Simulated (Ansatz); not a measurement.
Consider the substitution at a C–C bond: `C[CH](C)[Al]([OH])[OH]` + `[OH][Sn][SH]` → `C[S][Sn][OH]` + `C[CH2][Al]([OH])[OH]`.

Gas-phase electronic energies from Ansatz, PBE0-D4/def2-TZVP geometries. CCSD(T)/CBS adds triple-zeta CCSD(T) − MP2 to the extrapolated MP2 energy (def2 sets, frozen cores). DFT in def2-TZVPP. B3LYP here is the variant with VWN-RPA as its local correlation; programs differ in this. def2 core potentials past Kr. For Sn outer-core shells are correlated without core-valence functions, which leaves a few kJ/mol of doubt a bond. One conformer a species, not always the lowest.

```tsv
level	ΔE (kJ/mol)	difference from CCSD(T)/CBS
PBE-D4	2.4	-3.5
r2SCAN-D4	3.5	-2.4
PBE0-D4	4.6	-1.3
B3LYP-D4	3.6	-2.3
ωB97X-V	7.0	1.1
ωB97M-V	7.2	1.3
B2PLYP	4.4	-1.5
PBE	2.2	-3.7
r2SCAN	3.2	-2.7
PBE0	4.5	-1.4
B3LYP	3.6	-2.3
HF/def2-TZVPP	8.4	2.5
MP2/def2-TZVPP	6.8	0.9
SCS-MP2/def2-TZVPP	7.1	1.2
CCSD/def2-TZVPP	9.4	3.5
CCSD(T)/def2-TZVPP	7.8	1.9
HF/def2-QZVPP	8.4	2.5
MP2/def2-QZVPP	5.7	-0.2
SCS-MP2/def2-QZVPP	5.9	0.0
HF/CBS(def2)	8.4	2.5
MP2/CBS(def2)	4.9	-1.0
CCSD/CBS(def2)	7.5	1.6
CCSD(T)/CBS	5.9	0
```

Largest T1 diagnostic among the species: 0.017.
